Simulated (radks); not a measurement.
Values are calculated unless marked as measured or tabulated.
All-electron atom: Ga in [Ar] 3d9 4s1 4p3 (not the ground configuration).

Code: a radial shooting solver on a logarithmic mesh with Libxc functionals. Model: scalar-relativistic Kohn-Sham, PBEsol, spin-unpolarised, spherical densities, point nucleus.

Energy parts (eV):
part                       energy
total                  -52829.086
kinetic                 53723.163
electron-nucleus      -127050.523
Hartree                 22496.900
exchange-correlation    -1998.625

Orbitals (lengths in bohr, moments of r in powers of bohr):
| orbital | occ. | eigenvalue (eV) | <r> |
|---|---|---|---|
| 1s | 2 | -10233.27 | 0.04863 |
| 2s | 2 | -1274.247 | 0.2180 |
| 2p | 6 | -1111.175 | 0.1908 |
| 3s | 2 | -159.3224 | 0.6481 |
| 3p | 6 | -110.0083 | 0.6723 |
| 3d | 9 | -29.7264 | 0.7633 |
| 4s | 1 | -12.2708 | 2.139 |
| 4p | 3 | -4.5532 | 2.826 |

The highest occupied level is 4p at -4.553 eV. Summed over all electrons, <r^2> = 44.88 bohr^2, which gives a Langevin (diamagnetic) susceptibility term of -35.5 x 10^-6 cm^3/mol.
